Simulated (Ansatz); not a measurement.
Basis sets compared for Si21H28, a nanocrystal cut from hexagonal silicon. Charge 0, multiplicity 1. Geometry PBE-D4/def2-SVP. Ansatz on 2 threads of AMD EPYC 7R13 on a shared host and a share (18 GiB) of an NVIDIA H100 80GB HBM3; times are rough, and most runs start from earlier orbitals.

Cartesian coordinates in Å:
```
Si -0.2276 -3.0653 3.4657
Si 0.3562 -0.7807 3.2568
Si 3.7697 -1.1106 0.4739
Si 4.3839 1.1701 0.2933
Si 0.9732 -3.7126 -0.1177
Si -0.8319 -3.9562 1.3710
Si 1.5720 -1.4331 -0.2913
Si 0.1513 -0.0997 1.0196
Si 2.5845 2.4166 -0.5720
Si 0.7440 2.1844 0.8712
Si -2.6478 -2.7325 0.5116
Si -2.0712 -0.4468 0.3444
Si -3.4543 0.8442 1.7370
Si -1.0935 3.4123 0.0715
Si -2.8910 3.1387 1.5664
Si 1.3814 -0.7105 -2.5175
Si 1.9687 1.5780 -2.6836
Si -0.8455 -1.0598 -3.1968
Si -2.2669 0.2781 -1.8806
Si 0.1542 2.8325 -3.5070
Si -1.6734 2.5649 -2.0468
H 0.9405 -3.8414 4.0219
H -1.3842 -3.2103 4.4235
H 1.7770 -0.5635 3.7151
H -0.5458 0.0667 4.1194
H 3.8603 -1.5554 1.9130
H 4.7139 -1.9644 -0.3359
H 4.7612 1.7057 1.6524
H 5.5835 1.3026 -0.6123
H 2.1624 -4.5005 0.3750
H 0.5930 -4.2457 -1.4775
H -1.2016 -5.4144 1.5142
H 2.9512 3.8768 -0.7004
H 1.1167 2.6667 2.2550
H -3.8460 -2.8757 1.4180
H -3.0275 -3.2639 -0.8490
H -3.2894 0.3786 3.1628
H -4.8964 0.6367 1.3451
H -0.7160 4.8697 -0.0582
H -2.5030 3.6707 2.9239
H -4.0870 3.9203 1.0810
H 2.3145 -1.5202 -3.3879
H 3.1460 1.6999 -3.6231
H -1.2049 -2.5127 -2.9998
H -1.0097 -0.7244 -4.6588
H -3.6972 0.1085 -2.3382
H 0.5359 4.2903 -3.5853
H -0.2166 2.3582 -4.8912
H -2.8666 3.3290 -2.5719
```

Single mean-field runs in def2-SVP, def2-TZVP are fitted with def2-universal-jkfit.

Binding counts from free atoms (Si triplet, H doublet) in the same basis, without a counterpoise term.

```csv
level,functions,energy (Eh),HOMO (eV),LUMO (eV),binding per atom (eV),wall time
HF/STO-3G,217,-6014.5355,-6.19,8.35,3.71,2.5 s
HF/6-31G,329,-6082.9856,-8.95,1.62,2.02,4 s
PBE-D4/def2-SVP,518,-6091.5063,-6.05,-2.23,3.30,4.6 s
PBE0-D4/def2-SVP,518,-6092.1311,-7.01,-1.60,3.29,4.7 s
```

**Question.** Estimate the rows for PBE-D4/def2-TZVP, PBE0-D4/def2-TZVP.

**Answer.** 
| level | functions | energy (Eh) | HOMO (eV) | LUMO (eV) | binding per atom (eV) | wall time |
| --- | --- | --- | --- | --- | --- | --- |
| PBE-D4/def2-TZVP | 945 | -6093.5979 | -6.04 | -2.39 | 3.29 | 6.5 s |
| PBE0-D4/def2-TZVP | 945 | -6094.2004 | -6.95 | -1.72 | 3.29 | 8.5 s |
